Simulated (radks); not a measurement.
Kr V, 32 electrons, occupied as [Ar] 3d10 4s2 4p2. Calculated with a radial shooting solver on a logarithmic mesh with Libxc functionals: scalar-relativistic Kohn-Sham, PBEsol, spin-polarised, spherical densities, point nucleus; open shells are filled with parallel spins first.

Unscreened Slater integrals over Kohn-Sham orbitals (cm^-1). They are taken over the spin-up orbitals.

integral,value
"F0(4p,4p)",123950
"F2(4p,4p)",66231
"F0(4p,4s)",130320
"G1(4p,4s)",88699
"F0(4p,3d)",159140
"F2(4p,3d)",36655
"G1(4p,3d)",12611
"G3(4p,3d)",11816
"F0(4p,3p)",159510
"F2(4p,3p)",35716
"G0(4p,3p)",9244.9
"G2(4p,3p)",10839
"F0(4s,4s)",138040
"F0(4s,3d)",174550
"G2(4s,3d)",15792
"F0(4s,3p)",175030
"G1(4s,3p)",13161
"F0(3d,3d)",363510
"F2(3d,3d)",174900
"F4(3d,3d)",110210
"F0(3d,3p)",363180
"F2(3d,3p)",174640
"G1(3d,3p)",209970
"G3(3d,3p)",130740
"F0(3p,3p)",366660
"F2(3p,3p)",183970

Derived for the open shells (J is the average intra-shell exchange parameter used in DFT+U). 4p: J = F2/5 = 13250 cm^-1; in LS coupling 1D lies 6 F2/25 = 15900 cm^-1 above 3P.
